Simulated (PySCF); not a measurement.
C2H9BGe, SMILES BC[CH2][GeH3], singlet at its GFN2-xTB optimised geometry (Å):

```
13

B      1.6521    -1.5019    -0.0011
C      0.9421    -0.1057     0.0000
C     -0.5893    -0.1057     0.0000
Ge    -1.3245     1.7249     0.0000
H      2.8209    -1.5415    -0.0277
H      1.0387    -2.4970     0.0275
H      1.2996     0.4754    -0.8589
H      1.2985     0.4612     0.8693
H     -0.9587    -0.6420    -0.8759
H     -0.9596    -0.6438     0.8743
H     -0.8654     2.4954     1.1992
H     -2.8209     1.7691    -0.0046
H     -0.8578     2.4970    -1.1952
```

Level of theory: CAM-B3LYP/def2-TZVP (PySCF).

Map of the electrostatic potential (hartree/e), clipped to [-0.08, 0.12] on the plane z = 1.0 Å:

```
|000000000000000000000000000|
|000000000000000000000000000|
|000000000000000000000000000|
|000000000000000000000000000|
|000000001111100000000000000|
|000000012499510000000000000|
|000000136999930000000000000|
|000000259999941100000000000|
|000001389999942111110000000|
|000001399999942222211000000|
|000001279999743598421000000|
|000000248998544999921000000|
|000000124567756999931000000|
|000000112599977999621000000|
|000000113999966997421000000|
|000000013999954689842000000|
|000000012799633699983100000|
|000000011243212699994100000|
|000000000111112499973100000|
|000000000000001256631000000|
|000000000000000122210000000|
|000000000000000000000000000|
|000000000000000000000000000|
|000000000000000000000000000|
|000000000000000000000000000|
|000000000000000000000000000|
|000000000000000000000000000|
```
Scale: ten equal steps from -0.006 (start of '0') to 0.120 (end of '9'), in the order '0123456789'; x runs from -5.00 to 5.00, y from -5.00 (bottom) to 5.00 (top).
